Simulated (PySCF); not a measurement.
# Structure from 2D NMR

Compound of formula C7H11OP. Correlations simulated from computed shifts and the bond graph:

HSQC (one-bond C–H):
```tsv
δH	δC
8.68	185.0
3.13	32.4
2.46	14.2
1.33	23.3
```

COSY cross peaks (H two or three bonds apart, from the bond graph; peaks can be absent where the dihedral angle is near 90°):
```tsv
δH	δH
3.13	1.33
```

HMBC (two and three bonds, from the bond graph):
```tsv
δH	δC
8.68	170.0, 136.1
3.13	170.0, 136.1, 23.3
2.46	170.0, 136.1
1.33	170.0, 32.4, 23.3
```

Carbons without hydrogens: δ 170.0, 136.1.

In vacuum, non-relativistic Hamiltonian, one conformer, one averaged value for each set of equivalent atoms. NMR shieldings at PBE0/pcSseg-1/GIAO; GFN2-xTB geometry; PySCF 2.14.0 with density-fitted response routines.

Shifts are taken against calculated references (same method and geometry level): 1H (31.72 ppm), 13C (186.93 ppm) against TMS.

Exchangeable hydrogens are left out of these lists.

Assemble the structure.

Answers

SMILES c1pc(C)c(C(C)C)o1.

Numbering as in the mapped SMILES `[CH3:1][c:2]1[p:3][cH:4][o:5][c:6]1[CH:7]([CH3:8])[CH3:9]`. Hydrogens are named by the atom that carries them.

1. δC 185.0 is C4, an aromatic CH next to the ring oxygen (δH 8.68).
2. δC 170.0 is C6, a substituted aromatic carbon next to the ring oxygen.
3. δC 136.1 is C2, a substituted aromatic carbon.
4. δC 32.4 is C7, an sp3 CH on an aromatic ring (δH 3.13).
5. δC 23.3 is C8/C9, a methyl carbon (δH 1.33).
6. δC 14.2 is C1, a methyl carbon on an aromatic ring (δH 2.46).
7. HMBC from δH 8.68 reaches the proton-free carbons C6, C2.
8. HMBC from δH 3.13 reaches the proton-free carbons C6, C2.
9. HMBC from δH 2.46 reaches the proton-free carbons C6, C2.
10. HMBC from δH 1.33 reaches the proton-free carbon C6.
11. COSY links 3.13–1.33.

This is the structure that produced the data.

Shifts are as computed. Against solution values, carbons near 30 ppm lie about +3 ppm off and those near 130 ppm about +5 ppm. Of 1211 compounds with measured shifts, 218 miss one by over three times the rms of a fit or turn the order of signals round; such compounds aren't used in these exercises.
